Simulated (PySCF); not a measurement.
Molfile (atoms numbered from 1):
```
C4H11FSi
     RDKit          3D

 17 16  0  0  0  0  0  0  0  0999 V2000
   -0.7971    0.1149    1.3008 C   0  0  0  0  0  0  0  0  0  0  0  0
   -0.7256   -0.3641   -0.1496 C   0  0  0  0  0  0  0  0  0  0  0  0
   -2.0844   -0.2907   -0.8447 C   0  0  0  0  0  0  0  0  0  0  0  0
    0.5968    0.5742   -1.1247 Si  0  0  0  0  0  4  0  0  0  0  0  0
    2.3270    0.3122   -0.3722 C   0  0  0  0  0  0  0  0  0  0  0  0
    2.3697    0.7707    0.9336 F   0  0  0  0  0  0  0  0  0  0  0  0
    0.1758    0.0412    1.8078 H   0  0  0  0  0  0  0  0  0  0  0  0
   -1.5312   -0.4759    1.8742 H   0  0  0  0  0  0  0  0  0  0  0  0
   -1.1139    1.1699    1.3538 H   0  0  0  0  0  0  0  0  0  0  0  0
   -0.3894   -1.4190   -0.1528 H   0  0  0  0  0  0  0  0  0  0  0  0
   -2.8462   -0.8555   -0.2813 H   0  0  0  0  0  0  0  0  0  0  0  0
   -2.0529   -0.7024   -1.8657 H   0  0  0  0  0  0  0  0  0  0  0  0
   -2.4415    0.7503   -0.9173 H   0  0  0  0  0  0  0  0  0  0  0  0
    0.6622    0.0771   -2.5375 H   0  0  0  0  0  0  0  0  0  0  0  0
    0.2889    2.0391   -1.1390 H   0  0  0  0  0  0  0  0  0  0  0  0
    2.5947   -0.7604   -0.3807 H   0  0  0  0  0  0  0  0  0  0  0  0
    3.0992    0.8413   -0.9587 H   0  0  0  0  0  0  0  0  0  0  0  0
  1  2  1  0
  2  3  1  0
  2  4  1  0
  4  5  1  0
  5  6  1  0
  1  7  1  0
  1  8  1  0
  1  9  1  0
  2 10  1  0
  3 11  1  0
  3 12  1  0
  3 13  1  0
  4 14  1  0
  4 15  1  0
  5 16  1  0
  5 17  1  0
M  END
```

Geometry: PBE0-D3(BJ)/def2-SVP; GIAO absolute shieldings from PySCF 2.14.0 with density-fitted response routines, gas phase, non-relativistic, averaged over equivalent atoms.

At B3LYP/pcSseg-1 (164 basis functions, 18 s wall time on 1 thread of an Arm Neoverse V2, shared host):
```csv
atoms,σ (ppm)
C5,100.2
C1/C3,158.0
C2,162.5
Si4,369.9
F6,466.2
H16/H17,26.67
H14/H15,27.61
H7/H8/H9/H11/H12/H13,30.20
H10,30.45
```

Predict the values at PBE0/pcSseg-1 on the same geometry.

Answers


```
               atoms  σ at PBE0/pcSseg-1  change
                  C5               107.3    +7.1
               C1/C3               163.9    +5.9
                  C2               169.7    +7.2
                 Si4               383.5   +13.6
                  F6               470.9    +4.7
             H16/H17               26.57   -0.10
             H14/H15               27.39   -0.22
H7/H8/H9/H11/H12/H13               30.10   -0.10
                 H10               30.32   -0.13
```

The largest change is at Si4 (silicon bonded to 2 C, 2 H). Cost: 164 basis functions, 18 s wall time on 1 thread of an Arm Neoverse V2, shared host. The order of the carbon signals is the same at both levels.
